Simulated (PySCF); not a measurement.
C3H6GeO, SMILES C#C[CH2][GeH2][OH].

The structure is a stationary point at B3LYP-D3(BJ)/def2-SVP. The structure was generated by enumeration, and PubChem lists no compound with its InChIKey, so it may never have been made. Other conformers were not sampled.

Two levels are set side by side: PBE/def2-TZVP (PySCF) and CAM-B3LYP/def2-TZVP (PySCF). Same geometry, gas phase. Differences are taken from unrounded values.

```tsv
quantity	CAM-B3LYP	PBE	PBE minus CAM-B3LYP
orbital gap (eV)	9.89	5.59	-4.30
highest occupied level (eV)	-8.78	-6.30	2.48
lowest empty level (eV)	1.11	-0.71	-1.82
dipole moment (D)	1.23	1.11	-0.12
mean polarisability (bohr³)	65.9	69.0	3.1
```

Without exact exchange PBE keeps part of each electron's self-repulsion, which lifts occupied levels and narrows the gap. PBE's more diffuse valence density responds more strongly to a field. Differences between two approximate levels are no errors against the true value.

Rough cost on one machine, each run with all the roots and properties that it gave: CAM-B3LYP against PBE within a factor of 2.
